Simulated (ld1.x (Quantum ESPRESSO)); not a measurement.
**Building the ultrasoft potential for platinum (PBE, scalar-relativistic).**

ld1.x (Quantum ESPRESSO) 7.5 was run on this input:

```
&input
   title='Pt', zed=78., rel=1, dft='PBE', iswitch=3,
   config='[Xe] 4f14 5d9 6s1 6p0',
   nld=3, rlderiv=3.55, eminld=-2.0, emaxld=5.0, deld=0.02
 /
 &inputp
   pseudotype=3, tm=.true., lloc=-2, rcloc=2.10,
   nlcc=.false.,
   which_augfun='PSQ', rmatch_augfun_nc=.true.,
   file_pseudopw='Pt.UPF', file_wfcaegen='ae.wfc', file_wfcncgen='nc.wfc', file_beta='beta', file_chi='chi', file_wfcusgen='us.wfc'
 /
6
6S  1  0   1.00   0.00  2.45  2.90  0.0
6S  1  0   0.00   0.80  2.45  2.90  0.0
6P  2  1   0.00   0.00  2.85  3.25  0.0
6P  2  1   0.00   3.50  2.85  3.25  0.0
5D  3  2   9.00   0.00  1.80  2.00  0.0
5D  3  2   0.00   0.05  1.80  2.00  0.0
 &test
   configts(1)='5d9 6s1 6p0'
 /
```

Command:

```bash
ld1.x < Pt.in > Pt.out
```

The program printed (shortened: banner, matrices, multipoles, cross overlaps and the repeated all-electron block are left out):

```
Program LD1 v.7.5
     --------------------------- All-electron run ----------------------------

     Pt
     scalar relativistic calculation

     atomic number is 78.00
     dft =PBE   lsd =0 sic =0 latt =0  beta=0.20 tr2=1.0E-14
     Exchange-correlation= PBE
                           (   1   4   3   4   0   0   0)
     mesh =1277 r(mesh) =  98.81913 a.u. xmin = -7.00 dx = 0.01250
     1 Ry =  13.60569312 eV, c = 137.03599908

     n l     nl                  e(Ry)          e(Ha)          e(eV)
     1 0     1S 1( 2.00)     -5765.1789     -2882.5894    -78439.2542
     2 0     2S 1( 2.00)     -1012.7710      -506.3855    -13779.4512
     2 1     2P 1( 6.00)      -877.5779      -438.7889    -11940.0552
     3 0     3S 1( 2.00)      -237.8928      -118.9464     -3236.6959
     3 1     3P 1( 6.00)      -198.5305       -99.2653     -2701.1453
     4 0     4S 1( 2.00)       -51.1201       -25.5601      -695.5248
     4 1     4P 1( 6.00)       -38.2145       -19.1072      -519.9347
     3 2     3D 1(10.00)      -155.8883       -77.9441     -2120.9682
     5 0     5S 1( 2.00)        -7.4835        -3.7418      -101.8186
     5 1     5P 1( 6.00)        -4.1173        -2.0586       -56.0182
     4 2     4D 1(10.00)       -22.5518       -11.2759      -306.8335
     4 3     4F 1(14.00)        -5.1506        -2.5753       -70.0775
     5 2     5D 1( 9.00)        -0.4514        -0.2257        -6.1410
     6 0     6S 1( 1.00)        -0.4159        -0.2080        -5.6590
     6 1     6P 1( 0.00)        -0.0618        -0.0309        -0.8404

     final scf error:  8.4E-15 reached in  33 iterations

     Etot =  -36827.040744 Ry,  -18413.520372 Ha, -501057.414987 eV

     Ekin =   41083.472486 Ry,   20541.736243 Ha,  558969.119073 eV
     Encl =  -91527.342179 Ry,  -45763.671089 Ha,-1245292.930048 eV
     Eh   =   14325.193858 Ry,    7162.596929 Ha,  194904.191556 eV
     Exc  =    -708.364909 Ry,    -354.182454 Ha,   -9637.795568 eV

     normalization and overlap integrals

     s(1S/1S) =  1.000000  <r> =   0.0171  <r2> =    0.0004  r(max) =   0.0106
     s(2S/2S) =  1.000000  <r> =   0.0723  <r2> =    0.0062  r(max) =   0.0612
     s(2P/2P) =  1.000000  <r> =   0.0652  <r2> =    0.0052  r(max) =   0.0507
     s(3S/3S) =  1.000000  <r> =   0.1871  <r2> =    0.0400  r(max) =   0.1726
     s(3P/3P) =  1.000000  <r> =   0.1882  <r2> =    0.0411  r(max) =   0.1726
     s(4S/4S) =  1.000000  <r> =   0.4150  <r2> =    0.1944  r(max) =   0.3890
     s(4P/4P) =  1.000000  <r> =   0.4419  <r2> =    0.2219  r(max) =   0.4089
     s(3D/3D) =  1.000000  <r> =   0.1704  <r2> =    0.0340  r(max) =   0.1396
     s(5S/5S) =  1.000000  <r> =   0.9525  <r2> =    1.0184  r(max) =   0.8657
     s(5P/5P) =  1.000000  <r> =   1.1047  <r2> =    1.3824  r(max) =   0.9810
     s(4D/4D) =  1.000000  <r> =   0.4682  <r2> =    0.2534  r(max) =   0.4193
     s(4F/4F) =  1.000000  <r> =   0.5162  <r2> =    0.3247  r(max) =   0.3842
     s(5D/5D) =  1.000000  <r> =   1.6991  <r2> =    3.5189  r(max) =   1.2596
     s(6S/6S) =  1.000000  <r> =   2.9330  <r2> =    9.9362  r(max) =   2.3828
     s(6P/6P) =  1.000000  <r> =   5.0579  <r2> =   31.0052  r(max) =   3.6906

     ------------------------ End of All-electron run ------------------------

     --------------------- Generating US pseudopotential ---------------------

      Generating local potential from pseudized AE potential:
      Matching radius rcloc =   2.1000
      Enforcing V''(0)=0 (lloc=-2)

      Local pseudo, rcloc= 2.103 Estimated cut-off energy=     7.44 Ry
      Wfc-us  6S rcutus= 2.910  Estimated cut-off energy=     5.59 Ry
      Wfc-us  6S rcutus= 2.910  Estimated cut-off energy=     9.15 Ry
      Wfc-us  6P rcutus= 3.216  Estimated cut-off energy=     7.10 Ry
      Wfc-us  6P rcutus= 3.216  Estimated cut-off energy=    15.98 Ry
      Wfc-us  5D rcutus= 2.000  Estimated cut-off energy=    29.06 Ry
      Wfc-us  5D rcutus= 2.000  Estimated cut-off energy=    31.82 Ry

     Q pseudized with Bessel functions
     Expected ecutrho=     151.3799 due to l1=  2   l2=  2

     ------------------- End of pseudopotential generation -------------------

     Computing logarithmic derivative in   3.53269
     Computing logarithmic derivative in   3.53269
     Computing the partial wave expansion
     R is outside the sphere for l=    0 j= 0.00
     R is outside the sphere for l=    0 j= 0.00
     R is outside the sphere for l=    1 j= 0.00
     R is outside the sphere for l=    1 j= 0.00
     R is outside the sphere for l=    2 j= 0.00
     R is outside the sphere for l=    2 j= 0.00

     ---------------------- Testing the pseudopotential ----------------------

     Pt
     scalar relativistic calculation

     atomic number is 78.00   valence charge is 10.00
     dft =PBE   lsd =0 sic =0 latt =0  beta=0.20 tr2=1.0E-14
     mesh =1277 r(mesh) =  98.81913 xmin = -7.00 dx = 0.01250

     n l     nl             e AE (Ry)        e PS (Ry)    De AE-PS (Ry)
     3 2     5D   1( 9.00)       -0.45135       -0.45135        0.00000
     1 0     6S   1( 1.00)       -0.41593       -0.41593        0.00000
     2 1     6P   1( 0.00)       -0.06177       -0.06177        0.00000

     eps = 5.2E-15  iter =  3

     Etot =  -36827.040744 Ry,  -18413.520372 Ha, -501057.414987 eV
     Etotps =   -52.914482 Ry,     -26.457241 Ha,    -719.938207 eV

     Ekin =      29.915580 Ry,      14.957790 Ha,     407.022202 eV
     Encl =    -117.303440 Ry,     -58.651720 Ha,   -1595.994612 eV
     Ehrt =      51.028032 Ry,      25.514016 Ha,     694.271749 eV
     Ecxc =      -8.668104 Ry,      -4.334052 Ha,    -117.935562 eV
     Epseu=      -7.886550 Ry,      -3.943275 Ha,    -107.301984 eV

     ---------------------- End of pseudopotential test ----------------------
```

Generation and configuration tests took about 3.2 s on one core of a shared server CPU.

Transferability test of the new file with ld1.x, input:

```
&input
   title='Pt', zed=78., rel=1, dft='PBE', iswitch=2,
   config='[Xe] 4f14 5d9 6s1 6p0'
 /
 &test
   file_pseudo='Pt.UPF', nconf=8,
   configts(1)='5d9 6s1 6p0',
   configts(2)='5d9 6s0 6p0',
   configts(3)='5d8 6s0 6p0',
   configts(4)='5d7 6s0 6p0',
   configts(5)='5d6 6s0 6p0',
   configts(6)='5d9.5 6s0.5 6p0',
   configts(7)='5d8 6s1 6p1',
   configts(8)='5d9 6s0.5 6p0'
 /
```

```bash
ld1.x < Pt.test.in > Pt.test.out
```

Pseudopotential blocks of its output, shortened (energy terms left out):

```
     ---------------------- Testing the pseudopotential ----------------------

     n l     nl             e AE (Ry)        e PS (Ry)    De AE-PS (Ry)
     3 2     5D   1( 9.00)       -0.45135       -0.45135        0.00000
     1 0     6S   1( 1.00)       -0.41593       -0.41593        0.00000
     2 1     6P   1( 0.00)       -0.06177       -0.06177        0.00000

     eps = 5.2E-15  iter =  3

     Etot =  -36827.040744 Ry,  -18413.520372 Ha, -501057.414987 eV
     Etotps =   -52.914482 Ry,     -26.457241 Ha,    -719.938207 eV

     ---------------------- End of pseudopotential test ----------------------

          ---------------------- Testing the pseudopotential ----------------------

     n l     nl             e AE (Ry)        e PS (Ry)    De AE-PS (Ry)
     3 2     5D   1( 9.00)       -1.05131       -1.04801       -0.00330
     1 0     6S   1( 0.00)       -0.94666       -0.94751        0.00085
     2 1     6P   1( 0.00)       -0.48931       -0.48934        0.00003

     eps = 5.3E-15  iter =  8

     Etot =  -36826.365005 Ry,  -18413.182502 Ha, -501048.221089 eV
     Etotps =   -52.238016 Ry,     -26.119008 Ha,    -710.734414 eV
     dEtot_ae =       0.675739 Ry
     dEtot_ps =       0.676466 Ry,   Delta E=      -0.000727 Ry

     ---------------------- End of pseudopotential test ----------------------

          ---------------------- Testing the pseudopotential ----------------------

     n l     nl             e AE (Ry)        e PS (Ry)    De AE-PS (Ry)
     3 2     5D   1( 8.00)       -1.90197       -1.90083       -0.00114
     1 0     6S   1( 0.00)       -1.62679       -1.62229       -0.00450
     2 1     6P   1( 0.00)       -1.05468       -1.05097       -0.00370

     eps = 1.5E-16  iter =  9

     Etot =  -36824.897554 Ry,  -18412.448777 Ha, -501028.255408 eV
     Etotps =   -50.772846 Ry,     -25.386423 Ha,    -690.799762 eV
     dEtot_ae =       2.143189 Ry
     dEtot_ps =       2.141636 Ry,   Delta E=       0.001553 Ry

     ---------------------- End of pseudopotential test ----------------------

          ---------------------- Testing the pseudopotential ----------------------

     n l     nl             e AE (Ry)        e PS (Ry)    De AE-PS (Ry)
     3 2     5D   1( 7.00)       -2.84915       -2.85001        0.00085
     1 0     6S   1( 0.00)       -2.37844       -2.36678       -0.01166  !
     2 1     6P   1( 0.00)       -1.70109       -1.68945       -0.01164  !

     eps = 8.3E-17  iter =  9

     Etot =  -36822.529665 Ry,  -18411.264833 Ha, -500996.038641 eV
     Etotps =   -48.404261 Ry,     -24.202130 Ha,    -658.573521 eV
     dEtot_ae =       4.511078 Ry
     dEtot_ps =       4.510221 Ry,   Delta E=       0.000857 Ry

     ---------------------- End of pseudopotential test ----------------------

          ---------------------- Testing the pseudopotential ----------------------

     n l     nl             e AE (Ry)        e PS (Ry)    De AE-PS (Ry)
     3 2     5D   1( 6.00)       -3.87548       -3.86891       -0.00657  !
     1 0     6S   1( 0.00)       -3.18993       -3.16810       -0.02183  !
     2 1     6P   1( 0.00)       -2.41356       -2.38691       -0.02665  !

     eps = 9.0E-15  iter = 11

     Etot =  -36819.174261 Ry,  -18409.587130 Ha, -500950.386034 eV
     Etotps =   -45.049482 Ry,     -22.524741 Ha,    -612.929433 eV
     dEtot_ae =       7.866483 Ry
     dEtot_ps =       7.865000 Ry,   Delta E=       0.001483 Ry

     ---------------------- End of pseudopotential test ----------------------

          ---------------------- Testing the pseudopotential ----------------------

     n l     nl             e AE (Ry)        e PS (Ry)    De AE-PS (Ry)
     3 2     5D   1( 9.50)       -0.38728       -0.38577       -0.00151
     1 0     6S   1( 0.50)       -0.38679       -0.38869        0.00190
     2 1     6P   1( 0.00)       -0.05090       -0.05134        0.00044

     eps = 3.5E-16  iter =  9

     Etot =  -36827.049767 Ry,  -18413.524884 Ha, -501057.537761 eV
     Etotps =   -52.922463 Ry,     -26.461231 Ha,    -720.046789 eV
     dEtot_ae =      -0.009024 Ry
     dEtot_ps =      -0.007981 Ry,   Delta E=      -0.001043 Ry

     ---------------------- End of pseudopotential test ----------------------

          ---------------------- Testing the pseudopotential ----------------------

     n l     nl             e AE (Ry)        e PS (Ry)    De AE-PS (Ry)
     3 2     5D   1( 8.00)       -0.73195       -0.73648        0.00453
     1 0     6S   1( 1.00)       -0.58012       -0.57838       -0.00174
     2 1     6P   1( 1.00)       -0.15448       -0.15443       -0.00005

     eps = 5.6E-15  iter = 13

     Etot =  -36826.558011 Ry,  -18413.279005 Ha, -501050.847068 eV
     Etotps =   -52.429852 Ry,     -26.214926 Ha,    -713.344477 eV
     dEtot_ae =       0.482733 Ry
     dEtot_ps =       0.484630 Ry,   Delta E=      -0.001897 Ry

     ---------------------- End of pseudopotential test ----------------------

          ---------------------- Testing the pseudopotential ----------------------

     n l     nl             e AE (Ry)        e PS (Ry)    De AE-PS (Ry)
     3 2     5D   1( 9.00)       -0.74113       -0.73976       -0.00138
     1 0     6S   1( 0.50)       -0.67339       -0.67386        0.00047
     2 1     6P   1( 0.00)       -0.26378       -0.26380        0.00002

     eps = 1.8E-15  iter =  8

     Etot =  -36826.769265 Ry,  -18413.384633 Ha, -501053.721335 eV
     Etotps =   -52.642765 Ry,     -26.321383 Ha,    -716.241306 eV
     dEtot_ae =       0.271478 Ry
     dEtot_ps =       0.271717 Ry,   Delta E=      -0.000239 Ry

     ---------------------- End of pseudopotential test ----------------------
```
